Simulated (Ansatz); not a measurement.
Task: Predict a relaxed structure of [NbOF4]- (NbOF₄⁻), charge -1, singlet, at r2SCAN-D4/def2-SVPD (Ansatz).

Result: 
```tsv
atom	x (Å)	y (Å)	z (Å)
Nb1	-0.0438	0.0114	0.0474
O2	-1.1953	0.3121	1.2930
F3	-0.3744	1.3499	-1.3130
F4	-0.8954	-1.2292	-1.1720
F5	0.9940	-1.5117	0.6428
F6	1.5149	1.0674	0.5018
```
Point group C4v (tolerance 0.1 Å). The metal has 5 neighbours: O 1.72 Å, F 1.94 Å, F 1.94 Å, F 1.94 Å, F 1.94 Å. This is one stationary point.

In the def2 sets Nb takes a core potential; there is no spin–orbit coupling.
